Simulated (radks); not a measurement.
Values are calculated unless marked as measured or tabulated.
Xe29+, configuration [Ar] 3d7.

Code: a radial shooting solver on a logarithmic mesh with Libxc functionals. Model: scalar-relativistic Kohn-Sham, r2SCAN, spin-polarised, spherical densities, finite nucleus; open shells are filled with parallel spins first (spin-orbit coupling, left out, can overturn this in heavy ions); meta-GGA in the generalised Kohn-Sham scheme; Fermi nuclear charge, rms radius 4.7859 fm.

Energy parts (Ry):
total: -13887.62482
kinetic: 14650.76383
electron-nucleus: -31356.74522
Hartree: 3113.41740
exchange-correlation: -295.06083

Orbitals (lengths in bohr, moments of r in powers of bohr; r(max) is where P^2 peaks; r(90%) holds 90 % of the orbital's charge):
orbital	occ.	eigenvalue (Ry)	r(90%)	r(max)	<r^2>	<r>
1s up	1	-2617.272	0.0480	0.01715	0.0009640	0.02666
1s down	1	-2617.271	0.0480	0.01715	0.0009640	0.02666
2s up	1	-480.0542	0.176	0.09677	0.01537	0.1142
2s down	1	-479.1442	0.176	0.09670	0.01533	0.1140
2p up	3	-439.5951	0.162	0.07769	0.01217	0.09992
2p down	3	-438.9168	0.162	0.07761	0.01214	0.09977
3s up	1	-157.6258	0.429	0.2723	0.09856	0.2941
3s down	1	-156.7171	0.430	0.2727	0.09905	0.2949
3p up	3	-144.4961	0.431	0.2650	0.09672	0.2894
3p down	3	-143.5294	0.432	0.2654	0.09732	0.2904
3d up	5	-126.2668	0.404	0.2163	0.07982	0.2616
3d down	2	-125.0401	0.406	0.2170	0.08057	0.2627
4s up	0	-74.69147	0.834	0.5821	0.3917	0.5906
4s down	0	-74.27890	0.837	0.5841	0.3948	0.5929
4p up	0	-69.68644	0.855	0.5921	0.4076	0.6006
4p down	0	-69.27142	0.859	0.5947	0.4114	0.6033

The highest occupied level is 3d down at -1701.3 eV. For comparison, the ionisation energy in NIST's Atomic Spectra Database is 1742 eV (theoretical). In exact Kohn-Sham theory the highest level is minus the ionisation energy, but local and semilocal functionals leave it too shallow, through self-interaction and a potential that decays too fast; potentials with the right tail come closer. The spin density at the nucleus is -9.84 e/bohr^3 (1s -0.45, 2s -42.21, 3s 32.82).
